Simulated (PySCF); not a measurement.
Sm(43+): ionisation energy

Sm(43+) [Ar] 3d1 (2D) → Sm(44+) [Ar] (1S), as a difference of total energies. All numbers are calculated (PySCF 2.14, no relativity, point nucleus, in an even-tempered Gaussian basis (16 s from 8.4 bohr⁻², ratio 2.5; 10 p from 11 bohr⁻², ratio 2.5; 7 d from 11 bohr⁻², ratio 2.5; 4 f from 38 bohr⁻², ratio 2.7; 3 g from 57 bohr⁻², ratio 2.7)). Correlated levels: outer shells: [Ne] frozen; virtual orbitals above 40 to 60 times the deepest correlated orbital energy dropped. The calculations carry no spin-orbit coupling.

| method | ionisation energy (eV) |
| --- | --- |
| UHF | 3339.3 |
| LDA | 3340.2 |
| PBE | 3341.2 |
| PBE0 | 3341.1 |
| r2SCAN | 3342.1 |
| BLYP | 3341.8 |
| r2SCAN0 | 3341.8 |
| MP2 (outer shells) | 3338.6 |
| SCS-MP2 (outer shells) | 3338.6 |

A first-order spin-orbit estimate (lowest level to lowest level, LS coupling) adds 19.033 eV.

The gap to the reference is mostly relativistic.

First order in ζ underestimates the shift of j = l − 1/2 levels at high Z.

For comparison: 3363 ± 4 eV (theoretical estimate listed by NIST; NIST Atomic Spectra Database, ionization energies).
